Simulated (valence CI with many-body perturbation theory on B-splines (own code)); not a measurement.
E1 line list for Au⁴⁷⁺

Calculated by configuration interaction combined with many-body perturbation theory (CI+MBPT): four valence electrons over a frozen Dirac-Fock core [Ar] 3d10, radial functions for each j: 11 s, 11 p, 9 d, 7 f, 5 g, 2 h, 1 i, with the one-electron correlation potential Σ1 (screened to all orders), the two-electron term Σ2, the three-electron term Σ3, Breit, model QED; selected single and double excitations, second order for the rest (own B-spline code, finite nucleus).

The last digits are not significant, and no measured levels were compared; by estimate large intervals hold to a few tenths of a per cent, small ones and those within an open d or f shell to about a per cent.

Lines 151 to 200 of 243 in falling wavelength, among levels below 619.90 eV, chosen from the strongest by gf and those to the six lowest levels. Wavelengths and rates use the calculated energies. Electric multipoles are in the length gauge, E1 and E2 with the static RPA response of the core. Weak lines are less certain than strong ones. Lines between different terms over intervals too small for the method are left out, as are lines whose strength nearly cancels. The highest levels of a list are the least certain.

Levels are named by their leading jj configuration (3d3/2^4 stands for four electrons in 3d with j = 3/2), which in mixed levels can hold well under half, so a name can repeat and another be missing. Letters in brackets count levels of one name in rising energy.

```tsv
λ vac (nm)	Upper	Lower	A (s⁻¹)	log gf	Branch %
4.838	(4s 4p1/2 4p3/2 4d5/2) J=1 [b]	(4s^2 4p1/2 4d5/2) J=2	2.23e+11	-0.63	31.4
4.832	(4s 4p1/2 4p3/2^2) J=1 [a]	(4s^2 4p1/2 4p3/2) J=2	5.27e+10	-1.26	7.0
4.828	(4s 4p1/2 4p3/2 4d3/2) J=0 [b]	(4s^2 4p1/2 4d3/2) J=1	6.96e+11	-0.61	28.2
4.828	(4s 4p1/2 4p3/2 4d3/2) J=3 [b]	(4s^2 4p1/2 4d3/2) J=2	3.31e+10	-1.09	1.9
4.824	(4s 4p1/2^2 4p3/2) J=1	(4s^2 4p1/2^2) J=0	5.52e+11	-0.24	90.7
4.811	(4s 4p1/2 4p3/2 4d3/2) J=1 [b]	(4s^2 4p1/2 4d3/2) J=2	2.22e+11	-0.64	12.6
4.804	(4s 4p1/2 4p3/2 4d3/2) J=2 [c]	(4s^2 4p1/2 4d3/2) J=2	6.94e+10	-0.92	3.4
4.797	(4s 4p3/2^3) J=1	(4s^2 4p3/2^2) J=0	7.57e+11	-0.11	35.5
4.789	(4s 4p1/2 4p3/2^2) J=2 [b]	(4s^2 4p1/2 4p3/2) J=2	1.07e+12	0.27	97.3
4.785	(4s 4p1/2 4p3/2 4d3/2) J=2 [d]	(4s^2 4p1/2 4d3/2) J=1	1.17e+12	0.30	39.4
4.763	(4s 4p1/2 4p3/2 4d3/2) J=1 [c]	(4s^2 4p1/2 4d3/2) J=2	8.43e+11	-0.07	59.6
4.759	(4s 4p1/2 4p3/2^2) J=1 [b]	(4s^2 4p1/2 4p3/2) J=2	9.38e+11	-0.02	64.8
4.745	(4s 4p1/2 4p3/2^2) J=1 [a]	(4s^2 4p1/2 4p3/2) J=1	6.61e+11	-0.17	88.2
4.721	(4s 4p1/2 4p3/2 4d5/2) J=2 [c]	(4s^2 4p1/2 4d5/2) J=3	6.01e+11	0.00	52.7
4.718	(4s 4p1/2 4p3/2 4d5/2) J=1 [a]	(4s^2 4p1/2 4d3/2) J=1	1.28e+11	-0.89	12.8
4.717	(4s 4p1/2 4p3/2 4d5/2) J=1 [c]	(4s^2 4p1/2 4d5/2) J=2	3.13e+11	-0.50	33.2
4.704	(4s 4p1/2 4p3/2 4d3/2) J=3 [c]	(4s^2 4p1/2 4d3/2) J=2	1.39e+12	0.51	95.5
4.703	(4s 4p1/2 4p3/2^2) J=2 [b]	(4s^2 4p1/2 4p3/2) J=1	2.85e+09	-2.33	0.3
4.699	(4p1/2^2 4p3/2^2) J=2	(4s 4p1/2^2 4p3/2) J=2	3.31e+11	-0.26	33.4
4.695	(4s 4p1/2 4p3/2 4d5/2) J=2 [c]	(4s^2 4p1/2 4d5/2) J=2	4.85e+10	-1.10	4.3
4.690	(4s 4p1/2 4p3/2 4d5/2) J=3 [d]	(4s^2 4p1/2 4d5/2) J=3	6.06e+11	0.15	42.7
4.674	(4s 4p1/2 4p3/2^2) J=1 [b]	(4s^2 4p1/2 4p3/2) J=1	4.81e+11	-0.33	33.2
4.674	(4s 4p1/2 4p3/2 4d5/2) J=2 [b]	(4s^2 4p1/2 4d3/2) J=1	5.40e+10	-1.05	7.8
4.644	(4s 4p1/2 4p3/2 4d5/2) J=2 [d]	(4s^2 4p1/2 4d5/2) J=3	2.27e+11	-0.44	12.8
4.619	(4s 4p1/2 4p3/2 4d5/2) J=2 [d]	(4s^2 4p1/2 4d5/2) J=2	4.43e+11	-0.15	25.0
4.615	(4s 4p3/2^3) J=1	(4s^2 4p3/2^2) J=2	1.37e+12	0.12	64.3
4.563	(4s 4p1/2 4p3/2 4d3/2) J=1 [d]	(4s^2 4p1/2 4d3/2) J=2	8.88e+10	-1.08	3.9
4.507	(4s^2 4p1/2 4f5/2) J=2	(4s 4p1/2^2 4p3/2) J=1	7.27e+10	-0.96	37.7
4.456	(4s 4p1/2 4p3/2 4d3/2) J=0 [a]	(4s 4p1/2^2 4p3/2) J=1	4.70e+10	-1.85	65.7
4.451	(4s 4p1/2 4p3/2 4d3/2) J=1 [a]	(4s 4p1/2^2 4p3/2) J=1	9.21e+05	-6.09	0.0
4.436	(4s 4p1/2 4p3/2 4d3/2) J=2 [d]	(4s^2 4p1/2 4d3/2) J=2	3.17e+11	-0.33	10.7
4.433	(4s 4p1/2 4p3/2 4d3/2) J=2 [a]	(4s 4p1/2^2 4p3/2) J=1	9.50e+10	-0.85	36.8
4.354	(4s^2 4p1/2 4f5/2) J=3	(4s 4p1/2^2 4p3/2) J=2	3.35e+08	-3.18	0.3
4.258	(4s^2 4p1/2 4f5/2) J=2	(4s 4p1/2^2 4p3/2) J=2	2.62e+10	-1.45	13.6
4.208	(4s 4p1/2 4p3/2 4d3/2) J=1 [a]	(4s 4p1/2^2 4p3/2) J=2	1.92e+10	-1.81	32.7
4.194	(4s^2 4p1/2 4f7/2) J=3	(4s 4p1/2^2 4p3/2) J=2	9.20e+10	-0.77	48.8
4.191	(4s 4p1/2 4p3/2 4d3/2) J=2 [a]	(4s 4p1/2^2 4p3/2) J=2	8.82e+10	-0.93	34.2
4.151	(4s 4p1/2 4p3/2 4d3/2) J=2 [b]	(4s 4p1/2^2 4p3/2) J=1	8.23e+10	-0.97	9.2
4.123	(4s 4p1/2 4p3/2 4d3/2) J=3 [a]	(4s 4p1/2^2 4p3/2) J=2	4.67e+09	-2.08	3.2
4.089	(4s 4p1/2 4p3/2 4d3/2) J=1 [b]	(4s 4p1/2^2 4p3/2) J=1	5.96e+10	-1.35	3.4
4.084	(4s 4p1/2 4p3/2 4d3/2) J=2 [c]	(4s 4p1/2^2 4p3/2) J=1	1.36e+10	-1.77	0.7
4.054	(4s 4p1/2 4p3/2 4d3/2) J=1 [c]	(4s 4p1/2^2 4p3/2) J=1	4.91e+10	-1.44	3.5
3.938	(4s 4p1/2 4p3/2 4d3/2) J=2 [b]	(4s 4p1/2^2 4p3/2) J=2	2.20e+11	-0.59	24.7
3.932	(4s^2 4p3/2 4d3/2) J=2	(4s^2 4p1/2 4p3/2) J=2	1.29e+12	0.17	57.7
3.909	(4s^2 4p3/2 4d3/2) J=1	(4s^2 4p1/2 4p3/2) J=2	2.56e+11	-0.76	13.3
3.909	(4s 4p1/2 4p3/2 4d3/2) J=1 [d]	(4s 4p1/2^2 4p3/2) J=1	1.73e+12	0.07	76.6
3.903	(4s 4p1/2 4p3/2 4d5/2) J=2 [a]	(4s 4p1/2^2 4p3/2) J=1	3.82e+09	-2.36	0.9
3.903	(4s^2 4p3/2 4d3/2) J=3	(4s^2 4p1/2 4p3/2) J=2	1.70e+12	0.43	100.0
3.893	(4s 4p1/2 4p3/2 4d3/2) J=3 [b]	(4s 4p1/2^2 4p3/2) J=2	1.60e+12	0.41	93.4
3.883	(4s 4p1/2 4p3/2 4d3/2) J=1 [b]	(4s 4p1/2^2 4p3/2) J=2	1.44e+12	-0.01	81.7
```
